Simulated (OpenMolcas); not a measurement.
5d2 along the 70-electron sequence

* Program: OpenMolcas 26.06
* Method: SS-CASPT2, IPEA 0.25 Eh, imaginary shift 0.1 Eh
* Basis: ANO-R2
* Scalar Hamiltonian: X2C, finite nucleus
* Spin-orbit coupling: state interaction with AMFI integrals over the reference wave functions, term energies averaged over their components

Active space for each ion: 2 electrons in 10 orbitals (5d 6d); closed shells correlated by CASPT2: 5s 5p.

Computed levels in cm-1 above 3F2:

| Level | W4+ | Re5+ | Os6+ | Ir7+ |
| --- | --- | --- | --- | --- |
| 3F3 | 6900 | 8460 | 10510 | 12790 |
| 3F4 | 12510 | 15130 | 18450 | 21880 |
| 3P0 | 13550 | 14910 | 16630 | 17880 |
| 3P1 | 17430 | 19800 | 22970 | 25840 |
| 1G4 | 23620 | 27420 | 32200 | 36860 |
| 3P2 | 23960 | 28300 | 33820 | 39200 |
| 1S0 | 44350 | 51340 | 58750 | 65880 |
| weight of 3F in the lowest level (%) | 88 | 88 | 87 | 86 |

Mixed levels, with the weight of the term that names them: W4+ 3P2 (68 %), Re5+ 3P2 (63 %), Os6+ 3P2 (59 %), Ir7+ 3P2 (57 %).

Measured, with the error of the calculation in %. Measured levels: W4+ from the list in J. Phys. B 45, 065001 (2012); Os6+, Ir7+ from van het Hof, Joshi, Wyart and Sugar, J. Res. Natl. Inst. Stand. Technol. 100, 687 (1995).

```csv
Level,W4+,Os6+,Ir7+
3F3,,10308 (+2.0),12672 (+0.9)
3F4,11519 (+8.6),,21615 (+1.2)
3P0,12839 (+5.6),15837 (+5.0),17254 (+3.6)
3P1,16331 (+6.7),22098 (+3.9),25221 (+2.4)
1G4,22346 (+5.7),31274 (+3.0),36253 (+1.7)
3P2,22615 (+5.9),33127 (+2.1),38878 (+0.8)
1S0,43110 (+2.9),57710 (+1.8),65022 (+1.3)
```

The fine-structure level 3F4 changes by a factor of 1.75 from W4+ to Ir7+. Its fourth root runs 10.58, 11.09, 11.65, 12.16, with steps per unit of Z of 0.51, 0.56, 0.51; equal steps would mean a (Z - σ)^4 law with constant σ.

3P0 changes by a factor of 1.32 over the same range, with steps per unit of Z of +1360, +1720, +1250 cm-1.

CASPT2 does not keep the components of a term degenerate, so their means are used; among the terms shown or strongly mixed into the levels shown the widest spread is 510 cm-1 (5d2 1G, Os6+). Active for correlation alone: 6d; no level in the range computed is led by a configuration that fills it, so any true level of that kind is missing. Measured partners are found by configuration, term and J. A level has none where our copy of the source lacks it or the pairing is in doubt (some pairs that miss far off the trend of their configuration count as doubtful), and it then counts in no deviation. Levels of configurations outside the active space are missing.
